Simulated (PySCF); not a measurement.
1-bromocyclobutene (C4H5Br), SMILES BrC1=CCC1. Atoms are numbered in the order given.

```xyz
10

Br     0.0042    -1.3552     0.0000
C     -0.0619     0.5258     0.0000
C     -1.0740     1.4233     0.0000
C     -0.1055     2.5963     0.0000
C      1.0571     1.5409     0.0000
H     -2.1699     1.3455     0.0000
H     -0.1371     3.2420    -0.9033
H     -0.1371     3.2420     0.9033
H      1.7006     1.5427    -0.9039
H      1.7006     1.5427     0.9039
```
Charge 0, spin multiplicity 1.

Geometry optimised at PBE-D3(BJ)/def2-SVP.

The numbers are results of PBE/def2-TZVP run with PySCF, not measurements.

Symmetry labels are those of the subgroup Cs that the program uses (full group Cs).

### Question
List the valence orbital energies around the gap with their symmetry. (Estimate from the structure and the level; the computed values follow.)

### Answer

```tsv
orbital	symmetry	energy (eV)
HOMO−7	A"	-11.59
HOMO−6	A'	-10.06
HOMO−5	A"	-9.03
HOMO−4	A'	-8.42
HOMO−3	A'	-8.18
HOMO−2	A"	-7.89
HOMO−1	A'	-6.87
HOMO	A"	-5.88
LUMO	A"	-1.05
LUMO+1	A'	-0.51
LUMO+2	A'	0.58
LUMO+3	A'	1.25
```
